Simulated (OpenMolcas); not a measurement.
## Pd5+ in a point-charge field

Pd5+ among 6 point charges of -1.7 e arranged as a tetragonal octahedron (D4h), 1.9 Å from the ion, with the axial distance 2.166 Å.

- Program: OpenMolcas 26.06
- Method: SS-CASPT2, IPEA 0.25 Eh, imaginary shift 0.1 Eh (closed shells correlated: 4s 4p)
- Basis: ANO-RCC-VTZP [7s6p4d2f1g]
- Scalar Hamiltonian: DKH2, point nucleus
- Active space: 5 electrons in 5 orbitals (4d)
- State averaging: 2S+1 = 6 even, 1 root; 2S+1 = 4 even, 24 roots; 2S+1 = 2 even, 75 roots
- Spin-orbit coupling: RASSI with atomic mean-field integrals over the reference wave functions

The lowest spin-free states (labels of D4, the rotations of D4h), above the lowest:

| State | Degeneracy | E (cm-1) | Free-ion L (%) |
| --- | --- | --- | --- |
| 6A1 | 1 | 0 | S (100) |
| 4E | 2 | 27410 | G (78) |
| 4A2 | 1 | 27600 | G (76) |
| 4B1 | 1 | 28820 | G (97) |
| 4E | 2 | 28830 | G (94) |
| 4B2 | 1 | 29250 | G (100) |
| 4A1 | 1 | 29450 | G (100) |
| 4A1 | 1 | 29630 | G (100) |
| 4E | 2 | 33090 | D (57) |
| 4B1 | 1 | 34310 | D (94) |
| 4B2 | 1 | 34830 | D (100) |
| 4A1 | 1 | 35200 | D (100) |
| 4E | 2 | 36920 | P (56) |
| 4A2 | 1 | 37660 | P (76) |
| 2B2 | 1 | 40210 | I (66) |
| 2E | 2 | 40630 | I (75) |
| 2B1 | 1 | 41510 | I (84) |
| 2A2 | 1 | 41650 | I (85) |
| 2B2 | 1 | 41770 | I (84) |
| 2E | 2 | 41780 | I (85) |

The lowest levels with spin-orbit coupling:

```tsv
E (cm-1)	Degeneracy	Label	2S+1	g
0	2	E1/2	6	2.00 5.99 5.99
1	2	E3/2	6	0.77 0.77 5.87
5	2	E3/2	6	0.77 0.77 9.86
26380	2	E3/2	4	0.83 3.28 3.28
26490	2	E1/2	4	3.51 3.51 4.09
27060	2	E1/2	4	1.24 2.15 2.15
27260	2	E3/2	4	2.08 2.12 2.12
27560	2	E3/2	4	0.67 0.71 0.71
28030	2	E1/2	4	0.84 2.52 2.52
28180	2	E3/2	4	0.37 0.76 0.76
28310	2	E1/2	4	0.16 0.16 1.61
28530	2	E3/2	4	1.45 1.45 4.38
28940	2	E3/2	4	1.34 4.15 4.15
28980	2	E1/2	4	2.66 3.53 3.53
29150	2	E1/2	4	1.09 1.09 6.48
29230	2	E3/2	4	0.12 4.22 4.22
29370	2	E3/2	4	1.03 1.03 3.95
29400	2	E1/2	4	1.07 1.07 4.38
29450	2	E1/2	4	0.78 0.78 3.14
29690	2	E3/2	4	0.30 0.30 5.67
```

Powder χT (cm3 K/mol): 4.1 at 2 K, 4.34 at 10 K, 4.36 at 50 K, 4.36 at 100 K, 4.36 at 200 K, 4.36 at 300 K. The effective moment at 300 K is 2.828 √(χT) = 5.90 μB.

The lowest level has 2S+1 = 6, for which the spin-only value is χT = S(S+1) / 2 = 4.375 cm3 K/mol (g = 2). The computed 4.356 at 300 K differs by -0.019, through a little spin-orbit mixing out of the ground term, against the free-electron g of 2.0023, which raises it.

Point charges give a weaker field than real ligands, and real ions of this kind are as a rule low spin; the high spin found here belongs to the model. Free-ion shares, where given, are those of the reference states; single-state CASPT2 does not remix them. Point charges carry no covalency, so the field is a model and not that of real ligands. No measured value stands beside these numbers.
